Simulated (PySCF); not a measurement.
Input file for PySCF: R-HF/STO-3G on BH3O3 (SMILES OB(O)O), a point of a torsion scan.

```python
from pyscf import gto, scf, dft, mp
from pyscf.data.elements import chemcore

mol = gto.M(
    atom='''
    O    -1.34298329   -0.73963195    0.32954041
    B    -0.04508152   -0.40059522    0.17133060
    O     0.25612266    0.68613204   -0.60963746
    O     0.87765038   -1.11941174    0.85999284
    H    -1.92079892   -0.38012051   -0.34195150
    H     1.17707422    0.92777571   -0.69079792
    H     1.78482574   -0.82364571    0.80592428
    ''',
    basis='sto-3g',
    charge=0, spin=0, verbose=3, max_memory=1800)
mf = scf.RHF(mol)
mf.conv_tol = 1e-8
mf.max_cycle = 100
mf.kernel()
if not mf.converged:
    mf = mf.newton().run(mf.mo_coeff, mf.mo_occ)
```

Program output:

```
converged SCF energy = -247.777163536908
```

Self-consistency was reached.

Cost: roughly 0.08 core-seconds.
